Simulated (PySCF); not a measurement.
Molecule: SMILES c1c(CO)cco1, C$_{5}$H$_{6}$O$_{2}$.

Atom-mapped SMILES (the numbers label the heavy atoms): `[OH:1][CH2:2][c:3]1[cH:4][cH:5][o:6][cH:7]1`. Each H is labelled by its parent atom.

Geometry PBE0-D3(BJ)/def2-SVP throughout; GIAO in PySCF 2.14.0 with density-fitted response routines, gas phase, one conformer, non-relativistic; equivalent atoms averaged; functional PBE0.

For orientation, aug-cc-pVDZ gives these shifts δ (against H2O, TMS at the same level): O1 54.0, C5 139.5, C7 138.0, C3 127.3, C4 108.7, C2 55.7, H(C5) 7.60, H(C4) 6.53, H(C2) 4.45 ppm.

A run gave: O1 56.5, C5 147.3, C7 145.8, C3 131.7, C4 115.7, C2 58.2, H(C5) 7.39, H(C4) 6.48, H(C2) 4.48 ppm (shifts δ (against H2O, TMS at the same level)).

Q: Which basis set was used in that run?
A. pcSseg-1
B. IGLO-III
C. 6-31G
D. cc-pVDZ

A: A. C3 tells them apart best: pcSseg-1 gives 131.7, 6-31G gives 123.3, cc-pVDZ gives 127.3, IGLO-III gives 136.0 ppm.
